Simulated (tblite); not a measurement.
C7H10NP.
Structure used (GFN2-xTB), in Å, numbered top down from 1:
```xyz
19
C7H10NP angstrom
C     -2.4664   -1.2953    0.5731
C     -1.3941   -0.8608   -0.0818
C     -0.8379    0.4683    0.0376
C     -1.4708    1.5728    0.5654
P     -0.4834    3.0139    0.5224
C      0.7510    2.0669   -0.2045
N      0.4194    0.7734   -0.4081
C      1.3724   -0.1790   -0.9241
C      2.0198   -0.9861    0.1997
H     -2.9975   -0.6757    1.2740
H     -2.8445   -2.2926    0.4313
H     -0.8909   -1.5357   -0.7621
H     -2.4756    1.5539    0.9448
H      1.7276    2.4049   -0.5050
H      2.1410    0.3771   -1.4671
H      0.8782   -0.8489   -1.6337
H      2.7565   -1.6713   -0.2110
H      2.5153   -0.3181    0.9008
H      1.2701   -1.5585    0.7407
```

Level: GFN2-xTB in tblite, geometry and Hessian alike; calculated harmonic values, unscaled, isolated species. The method is semi-empirical: single wavenumbers can be off by several per cent or more. One conformer, not necessarily the lowest.

Harmonic wavenumbers (cm⁻¹): 48.9, 89.5, 118.3, 192.3, 194.6, 224.3, 338.0, 359.0, 436.1, 478.0, 543.2, 560.2, 587.4, 688.0, 713.0, 767.2, 783.9, 824.3, 872.9, 894.1, 963.2, 990.4, 999.8, 1035.3, 1085.0, 1094.0, 1132.0, 1172.9, 1208.0, 1246.1, 1305.7, 1323.5, 1391.2, 1406.3, 1408.8, 1426.7, 1477.7, 1483.7, 1486.9, 1497.5, 1664.4, 2953.8, 2976.4, 3041.6, 3046.4, 3048.8, 3053.1, 3110.2, 3115.4, 3134.5, 3142.2.

A = 1713, B = 1337, C = 805.6 MHz; mass 139.055 u (most abundant isotopes); point group C1, symmetry number 1.

What is the zero-point energy?

Half the sum of the wavenumbers: 33567 cm⁻¹ = 401.56 kJ/mol.

What is S at 400 K and 1 bar for an ideal gas of classical rigid rotors and harmonic oscillators?

Translation 176.51, rotation 127.28, vibration 150.34: S = 454.1 J/(mol K).

And Cp and H(400 K) − H(0)?

Cp = 199.39 J/(mol K), of which vibrations give 166.13 (their classical limit is 51 R = 424.0); H(400 K) − H(0) = 45.56 kJ/mol without the zero-point energy, 32.26 from vibrations.

How do the functions run with temperature in this model?

```csv
T (K),S (J/(mol K)),Cp (J/(mol K)),H − H(0) (kJ/mol),G − H(0) (kJ/mol),ln q(vib)
100,287.2,72.3,5.12,-23.60,1.39
200,349.3,112.2,14.31,-55.55,3.64
300,403.1,156.5,27.73,-93.21,5.98
500,502.7,236.2,67.40,-183.96,10.82
800,631.7,311.7,150.64,-354.75,18.02
1000,704.9,343.9,216.37,-488.57,22.56
```

q(vib) and H(0) count from the zero-point level.

Blend soft modes into free rotors: weight 1/[1 + (100 cm⁻¹/ν̃)⁴] for the oscillator and the rest for a rotor with moment μB/(μ + B), μ = h/(8π²ν), B = 10⁻⁴⁴ kg m². What vibrational entropy results?

140.39 J/(mol K) in place of 150.34, which changes −T·S at 400 K by +3.98 kJ/mol.

Which modes carry the vibrational entropy at 400 K?

48.9 cm⁻¹: 22.77; 89.5 cm⁻¹: 17.77; 118.3 cm⁻¹: 15.48; 192.3 cm⁻¹: 11.54; 194.6 cm⁻¹: 11.45; 224.3 cm⁻¹: 10.32 J/(mol K); the other 45 give 61.00 together.

What must be added to the electronic energy to get the Gibbs energy at 400 K and 1 bar?

ZPE + [H(400 K) − H(0)] − T·S = 401.56 + 45.56 − 181.65 = 265.47 kJ/mol.

Hindered rotation and anharmonicity are outside this model. Other conformers, if any are populated, would add a mixing term that is left out. The structure is chiral; the term R ln 2 for an equal mix with its mirror image is left out.
